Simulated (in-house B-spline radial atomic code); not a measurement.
Results of a calculation; reference values are marked as such.
# What the choice of pseudopotential does to G0W0 on PBE0: Cu⁺

All numbers come from a B-spline radial code for spherical atoms, non-relativistic, configuration [Ar] 3d10, open shells at high spin. Semilocal Troullier-Martins pseudo-atoms, one channel per l, are made with PBE or LDA for several valence sets and radii, with or without a model core, and set against the all-electron atom. One channel fits only the lowest state of its l, so a second state of that l is approximate. All electrons give 3d: PBE0 -15.954 eV, G0W0 -20.396 eV. Potentials are made in the ion's own configuration unless the neutral atom is named, and a smooth local potential serves every l without a channel. Potentials that miss their own reference levels by more than 6 millihartree, or need radii over 3.5 bohr, are left out. Columns give pseudo minus all-electron, in eV; a dash marks a level in the core or of low weight.

```tsv
valence	made with	radii (bohr)	model core (bohr)	3d PBE0	3d G0W0
3d	PBE	s 1.96 p 2.54 d 1.63	none	+0.60	+3.81
3d	PBE, neutral atom	s 2.33 d 1.81	none	+0.67	+3.18
3d	LDA, neutral atom	s 2.64 p 3.40 d 2.08	none	+0.40	+3.12
3d	PBE, neutral atom	s 3.02 d 2.36	0.39	+0.87	+3.31
3p 3d	PBE, neutral atom	s 1.86 p 0.50 d 1.45	none	+0.12	+1.34
3p 3d	PBE, neutral atom	s 3.02 p 0.82 d 2.36	none	+0.03	+1.16
3p 3d	PBE, neutral atom	s 1.86 p 0.50 d 1.45	0.34	+0.14	+1.37
3p 3d	PBE, neutral atom	s 2.09 p 0.57 d 1.63	0.34	+0.15	+1.34
3p 3d	PBE, neutral atom	s 2.33 p 0.63 d 1.81	0.34	+0.14	+1.30
3s 3p 3d	PBE, neutral atom	s 0.56 p 0.57 d 1.63	none	-0.03	+0.06
3s 3p 3d	PBE, neutral atom	s 0.62 p 0.63 d 1.81	none	-0.02	+0.05
3s 3p 3d	LDA, neutral atom	s 0.71 p 0.72 d 2.08	none	-0.15	-0.11
3s 3p 3d	PBE	s 0.80 p 0.82 d 2.36	none	+0.16	+0.41
3s 3p 3d	LDA, neutral atom	s 0.62 p 0.63 d 1.81	0.34	-0.15	-0.14
```

(1) How does the G0W0 shift of 3d, which all sets hold, depend on the valence set?

Answers

(1) Mean size: 3s 3p 3d: 0.15 eV; 3p 3d: 1.30 eV; 3d: 3.35 eV. A semicore state feels strong exchange with the other subshells of its n, so the gain is largest when that whole shell is in the valence. The means mix radii and the functional used in making the potentials.
